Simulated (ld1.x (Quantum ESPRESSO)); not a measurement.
# Transferability test, TM potential for cadmium

```json
{
  "Element": "Cd",
  "Generator": "ld1.x (Quantum ESPRESSO) 7.5",
  "Type": "norm-conserving Troullier–Martins (Kleinman–Bylander form)",
  "Functional": "LDA (PZ)",
  "Relativity": "scalar-relativistic",
  "Frozen core": "[Kr] 4d10",
  "Valence charge": "2",
  "Reference configuration": "5s1.75 5p0.25",
  "Partial waves": "5s (bound): rc 2.25 bohr; 5d channel at 0.4 Ry: rc 2.50 bohr; 5p (bound): rc 2.90 bohr",
  "Local potential": "the p channel",
  "Core correction": "Bessel-smoothed model core inside 1.90 bohr"
}
```

Energies are relative to the spin-unpolarised reference configuration 5s1.75 5p0.25; without spin polarisation the order of configurations can differ from experiment. Spin-polarised rows fill each open shell by Hund’s rule, majority spin first.

```tsv
valence configuration	charge	ΔE all-electron (eV)	error AE − PS (meV)
5s2 5p0	0	-1.166	-1.7
5s1 5p0	+1	8.462	-86
5s1.5 5p0	+0.5	2.710	-12
5s0 5p1	+1	14.370	-204
5s1 5p1	0	3.624	-17
5s0 5p2	0	8.748	-92
5s1 5p0 (spin-polarised)	+1	8.273	-97
```

**Question.** What are ΔE and the potential's error for 5s1.75 5p0.25 (spin-polarised)?

**Answer.** ΔE = -0.029 eV all-electron; the error (AE − PS) is -0.6 meV.

Note: ghost state, extra bound levels that the all-electron valence spectrum of the same l lacks: d at -21.8 eV. A true bound ghost makes a file unfit for plane-wave use.
